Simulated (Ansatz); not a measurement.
Calculation: frozen-core CCSD(T)/cc-pVTZ // PBE0-D4/def2-TZVP (Ansatz, a first-principles code).

Ansatz 0.2 input:
```yaml
crystal:
  periodic: [false, false, false]
  atoms:
    - { symbol: C, position_ang: [1.509098, -0.179985, 0.046619] }
    - { symbol: S, position_ang: [0.109821, -1.069326, 0.39969] }
    - { symbol: C, position_ang: [-1.179451, 0.114168, 0.004482] }
    - { symbol: H, position_ang: [2.460077, -0.657163, 0.230215] }
    - { symbol: H, position_ang: [1.457537, 0.770118, -0.4653] }
    - { symbol: H, position_ang: [-1.102129, 0.992698, 0.646032] }
    - { symbol: H, position_ang: [-1.119853, 0.407954, -1.04446] }
    - { symbol: H, position_ang: [-2.135098, -0.378465, 0.182724] }
basis:
  gaussian: { orbitals: cc-pVTZ }
correlation:
  method: ccsd_t
magnetization:
  spin_polarized: true
  initial_magnetization: 1
```

Output:

```
Functional definition: HF
921 factors; integrals over basis functions are off by at most 1.0e-3 eV
mean field evaluation 1: about -12955.1725 eV, gradient 1.8e1 eV
mean field evaluation 2: about -12955.1764 eV, gradient 1.8e1 eV
mean field evaluation 4: about -12957.2545 eV, gradient 2.6e0 eV
mean field evaluation 8: about -12957.3874 eV, gradient 3.0e-1 eV
mean field evaluation 16: about -12956.9062 eV, gradient 7.7e0 eV
mean field -12957.39022222 eV, -476.1753078319 hartree, gradient 1.2e-6 eV, S^2 0.771040; 0 other end points of the search recorded, 0 dependent functions left out
7 core orbitals not correlated
reference -12957.39022222 eV, -476.1753078319 hartree; 10, 9 occupied and 147, 148 virtual orbitals, 921 factors
second order -13.72510159 eV of doubles, -0.00000000 eV of singles
cycle   1  -14.43344811 eV  change   -7.1e-1 eV  update   8.3e-2
cycle   2  -14.82192195 eV  change   -3.9e-1 eV  update   2.7e-2
cycle   3  -14.89360533 eV  change   -7.2e-2 eV  update   1.7e-2
cycle   4  -14.89221157 eV  change    1.4e-3 eV  update   8.2e-3
cycle   5  -14.89378489 eV  change   -1.6e-3 eV  update   4.0e-3
cycle   6  -14.89417325 eV  change   -3.9e-4 eV  update   1.3e-3
cycle   7  -14.89423436 eV  change   -6.1e-5 eV  update   4.2e-4
cycle   8  -14.89428864 eV  change   -5.4e-5 eV  update   1.5e-4
cycle   9  -14.89423974 eV  change    4.9e-5 eV  update   5.3e-5
cycle  10  -14.89422590 eV  change    1.4e-5 eV  update   1.9e-5
perturbative correction -0.62375118 eV, -0.0229224332 hartree
Total energy: -12972.90819930 eV, -476.7455829712 hartree
```

Cost: very roughly 80 core-seconds.
